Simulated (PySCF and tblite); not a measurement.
Results of a calculation; reference values are marked as such.
C₆H₉FS, numbered as in [CH2:1]=[CH:2][CH2:3][C:4]1([F:5])[CH2:6][S:7][CH2:8]1.

Level: PBE0-D3(BJ)/pcSseg-1//GFN2-xTB, thermal terms from GFN2-xTB, symmetry numbers and mirror pairs counted. Conformers within 3 kcal/mol (GFN2-xTB free energy) were kept, 10 at most. Run with PySCF (density fitting) and tblite.

Torsions listed: C1–C2–C3–C4, C2–C3–C4–F5. The 4-ring runs over atoms 4–6–7–8. Of a mirror pair one member is shown.

| conformer | shape | symmetry | E(GFN2) kcal/mol |
| --- | --- | --- | --- |
| 1 | 4-ring puckered (ring torsions 12, -12, 15, -15°); 114°, -176° | C1 (pair) | 0.00 |
| 2 | 4-ring puckered (ring torsions 13, -13, 15, -15°); 116°, -58° | C1 (pair) | 1.01 |
| 3 | 4-ring puckered (ring torsions 14, -14, 16, -16°); -118°, -63° | C1 (pair) | 0.13 |
| 4 | 4-ring puckered (ring torsions 14, -14, 16, -16°); 11°, -65° | C1 (pair) | 1.53 |

Question: Which of these conformers is the most populated at 298.15 K, and with what share?

Answer: Conformer 3, about 76 %.

Question: Give the DFT energies and free energies relative to the lowest, and all weights.

Answer: 
```csv
conformer,shape,E(DFT) kcal/mol,G(298.15 K) kcal/mol,weight %
1,"4-ring puckered (ring torsions 12, -12, 15, -15°); 114°, -176°",0.85,1.01,13.8
2,"4-ring puckered (ring torsions 13, -13, 15, -15°); 116°, -58°",1.58,1.51,5.9
3,"4-ring puckered (ring torsions 14, -14, 16, -16°); -118°, -63°",0.00,0.00,75.7
4,"4-ring puckered (ring torsions 14, -14, 16, -16°); 11°, -65°",1.49,1.65,4.7
```

Question: How does its share change from 220 K to 380 K?

Answer: From 86 % to 66 %; the mixing entropy goes from 2.41 to 3.34 cal/(mol K).
